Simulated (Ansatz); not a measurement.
Relaxation of GeHMe2(tBu) (C₆H₁₆Ge) with RKS r2SCAN-D4/def2-SVP.

```sh
$ ansatz run in.yaml --threads 4 --pin off --events-out ev --progress --plain --max-ram 4787MiB
```

```yaml
crystal:
  periodic: [false, false, false]
  atoms:
    - {symbol: C, position_ang: [2.383580, 0.921830, 0.006530]}
    - {symbol: C, position_ang: [-0.423130, 2.518740, 0.048650]}
    - {symbol: C, position_ang: [-0.460880, -0.808030, -0.007430]}
    - {symbol: C, position_ang: [-0.677940, -0.738020, -1.513870]}
    - {symbol: C, position_ang: [-1.807670, -0.909330, 0.699400]}
    - {symbol: C, position_ang: [0.379890, -2.033870, 0.330460]}
    - {symbol: Ge, position_ang: [0.500730, 0.861600, 0.623960]}
    - {symbol: H, position_ang: [0.514880, 0.838120, 2.147360]}
    - {symbol: H, position_ang: [2.868400, 1.823790, 0.369100]}
    - {symbol: H, position_ang: [2.432180, 0.927190, -1.079180]}
    - {symbol: H, position_ang: [2.946300, 0.066850, 0.369420]}
    - {symbol: H, position_ang: [-1.454450, 2.537920, 0.387640]}
    - {symbol: H, position_ang: [-0.417870, 2.601240, -1.035070]}
    - {symbol: H, position_ang: [0.081690, 3.390340, 0.455110]}
    - {symbol: H, position_ang: [-1.174210, -1.639300, -1.874260]}
    - {symbol: H, position_ang: [-1.299460, 0.117920, -1.772190]}
    - {symbol: H, position_ang: [0.273760, -0.644180, -2.035330]}
    - {symbol: H, position_ang: [-2.430590, -0.047000, 0.466910]}
    - {symbol: H, position_ang: [-1.667950, -0.950650, 1.778750]}
    - {symbol: H, position_ang: [-2.339460, -1.808190, 0.387090]}
    - {symbol: H, position_ang: [0.578540, -2.076260, 1.400640]}
    - {symbol: H, position_ang: [1.332810, -2.002640, -0.195320]}
    - {symbol: H, position_ang: [-0.139180, -2.948080, 0.041650]}
basis:
  gaussian: {orbitals: def2-SVP}
hamiltonian: {xc: r2scan, dispersion: d4}
scf: {lower_state_search: "off"}
output: {orbitals: {seedname: orbitals}}
relax: {f_tol: 0.02, max_steps: 100}
```

Run time 19 s (4 threads of Arm Neoverse V1 on a shared host).

Positions (Å) and forces (eV/Å) at steps 1, 2, 4 of 4:

```xyz
23
step=1 energy=-62986.0824 eV
C     2.384    0.922    0.007   -0.795   -0.090    0.121
C    -0.423    2.519    0.049    0.341   -0.735    0.104
C    -0.461   -0.808   -0.007    0.130    0.228    0.015
C    -0.678   -0.738   -1.514    0.191    0.248    0.407
C    -1.808   -0.909    0.699    0.472    0.327   -0.025
C     0.380   -2.034    0.330    0.002    0.574    0.041
Ge    0.501    0.862    0.624   -0.009   -0.007   -0.535
H     0.515    0.838    2.147   -0.018   -0.047    0.439
H     2.868    1.824    0.369    0.173    0.437    0.198
H     2.432    0.927   -1.079    0.015   -0.001   -0.509
H     2.946    0.067    0.369    0.224   -0.414    0.190
H    -1.454    2.538    0.388   -0.489   -0.033    0.180
H    -0.418    2.601   -1.035    0.005    0.030   -0.499
H     0.082    3.390    0.455    0.277    0.371    0.221
H    -1.174   -1.639   -1.874   -0.239   -0.426   -0.188
H    -1.299    0.118   -1.772   -0.269    0.341   -0.242
H     0.274   -0.644   -2.035    0.355    0.030   -0.352
H    -2.431   -0.047    0.467   -0.377    0.331   -0.040
H    -1.668   -0.951    1.779   -0.080   -0.048    0.480
H    -2.339   -1.808    0.387   -0.265   -0.423   -0.148
H     0.579   -2.076    1.401    0.144   -0.156    0.456
H     1.333   -2.003   -0.195    0.449   -0.102   -0.183
H    -0.139   -2.948    0.042   -0.237   -0.436   -0.134
23
step=2 energy=-62986.1724 eV
C     2.346    0.886   -0.011   -0.249    0.020    0.151
C    -0.437    2.467    0.040    0.146   -0.204    0.148
C    -0.451   -0.792   -0.008    0.210    0.352    0.207
C    -0.653   -0.695   -1.522    0.021   -0.030    0.209
C    -1.801   -0.868    0.711    0.145   -0.082   -0.124
C     0.413   -2.006    0.345   -0.173    0.091   -0.080
Ge    0.494    0.845    0.649   -0.022   -0.025   -0.355
H     0.500    0.802    2.193    0.016    0.012    0.045
H     2.836    1.800    0.349    0.112    0.095    0.018
H     2.380    0.886   -1.108   -0.029    0.000   -0.108
H     2.912    0.022    0.358    0.088   -0.083    0.038
H    -1.480    2.475    0.381   -0.122    0.024    0.036
H    -0.426    2.543   -1.055    0.020   -0.014   -0.107
H     0.068    3.348    0.453    0.018    0.146    0.027
H    -1.159   -1.599   -1.896   -0.075   -0.125   -0.089
H    -1.275    0.169   -1.796   -0.068    0.087   -0.042
H     0.303   -0.608   -2.058    0.101    0.007   -0.071
H    -2.433    0.003    0.489   -0.080    0.090   -0.026
H    -1.677   -0.926    1.802    0.000   -0.015    0.111
H    -2.349   -1.767    0.388   -0.140   -0.130   -0.021
H     0.605   -2.070    1.425    0.019   -0.021    0.117
H     1.383   -1.980   -0.172    0.099   -0.010   -0.056
H    -0.100   -2.933    0.042   -0.037   -0.184   -0.029
23
step=4 energy=-62986.1850 eV
C     2.345    0.896   -0.016   -0.020    0.003    0.002
C    -0.433    2.469    0.050    0.007   -0.015    0.013
C    -0.443   -0.781    0.005   -0.004   -0.009    0.011
C    -0.644   -0.693   -1.512    0.002    0.002   -0.004
C    -1.803   -0.873    0.706    0.000   -0.002   -0.002
C     0.403   -2.012    0.348   -0.004    0.000    0.003
Ge    0.501    0.852    0.645    0.004    0.001    0.002
H     0.519    0.816    2.193    0.002   -0.003   -0.008
H     2.846    1.818    0.317    0.002   -0.007   -0.007
H     2.364    0.874   -1.117    0.007   -0.001    0.004
H     2.923    0.038    0.359    0.002    0.006   -0.005
H    -1.482    2.471    0.383    0.003    0.005   -0.006
H    -0.415    2.542   -1.049   -0.003    0.006    0.003
H     0.059    3.364    0.461   -0.008   -0.001   -0.005
H    -1.152   -1.602   -1.888    0.005    0.007    0.004
H    -1.268    0.171   -1.795    0.003   -0.003   -0.001
H     0.314   -0.609   -2.052   -0.003    0.000    0.001
H    -2.439    0.001    0.487    0.002   -0.004    0.001
H    -1.694   -0.945    1.801   -0.002    0.001   -0.006
H    -2.353   -1.772    0.368    0.004    0.008    0.001
H     0.592   -2.092    1.433   -0.001    0.000   -0.005
H     1.379   -1.996   -0.164   -0.004   -0.001    0.004
H    -0.117   -2.938    0.036    0.004    0.007    0.002
```

Another isomer (singlet) lies 0.20 eV lower at PBE0-D4/def2-TZVP; other spin states weren't run for this one.
